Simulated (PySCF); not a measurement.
## Gold: a sound run and one with changed settings

Sound run: Au [Xe] 4f14 5d10 6s1, Au⁺ [Xe] 4f14 5d10. All numbers are calculated (PySCF 2.14, scalar relativity through the core potential, in def2-SVP with the def2 core potential (60 electrons) (6s3p2d1f, 32 functions)). In the sound run the correlated levels freeze 5s2 5p6 outside the core potential. The sound run starts from symmetry-adapted Hartree-Fock orbitals and uses a fine grid where one is needed.

Changed run: a valence shell is frozen. This setting is unsound on purpose.

```json
{"species": "Au", "method": "MP2", "sound run (hartree)": "-135.03691", "changed run (hartree)": "-135.03691", "converged": "yes"}
{"species": "Au", "method": "CCSD(T)", "sound run (hartree)": "-135.02886", "changed run (hartree)": "-135.02886", "converged": "yes"}
{"species": "Au⁺", "method": "MP2", "sound run (hartree)": "-134.71061", "changed run (hartree)": "-134.71061", "converged": "yes"}
{"species": "Au⁺", "method": "CCSD(T)", "sound run (hartree)": "-134.70733", "changed run (hartree)": "-134.70733", "converged": "yes"}
```

Ionisation energy of Au:

```
 method  sound run (eV)  changed run (eV)
    UHF           7.693             7.693
    MP2           8.879             8.879
SCS-MP2           8.728             8.728
   CCSD           8.726             8.726
CCSD(T)           8.749             8.749
```

Here the setting changes nothing at the digits shown.

For comparison, NIST gives 9.226 eV between the lowest levels.
